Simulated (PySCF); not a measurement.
Input for PySCF: R-HF/STO-3G on CH5NSn (SMILES [CH3][Sn][NH2]), a point of a torsion scan.

```python
from pyscf import gto, scf, dft, mp
from pyscf.data.elements import chemcore

mol = gto.M(
    atom='''
    C     1.33579569   -0.11714703    0.14327050
    Sn   -0.18723605    1.49875249    0.61979188
    N    -1.81022009    0.40857774   -0.23055369
    H     1.36670761   -0.29329563   -0.93249725
    H     2.35267375    0.09966396    0.47299901
    H     1.02955945   -1.05645227    0.60469015
    H    -2.57039593    0.18616096    0.40309171
    H    -2.25043835    0.82266495   -1.04457780
    ''',
    basis='sto-3g',
    charge=0, spin=0, verbose=3, max_memory=1800)
mf = scf.RHF(mol)
mf.conv_tol = 1e-8
mf.max_cycle = 100
mf.kernel()
if not mf.converged:
    mf = mf.newton().run(mf.mo_coeff, mf.mo_occ)
```

Program output:

```
converged SCF energy = -6057.30846087441
```

Self-consistency was reached.

Cost: about 0.4 core-seconds (a rough figure).
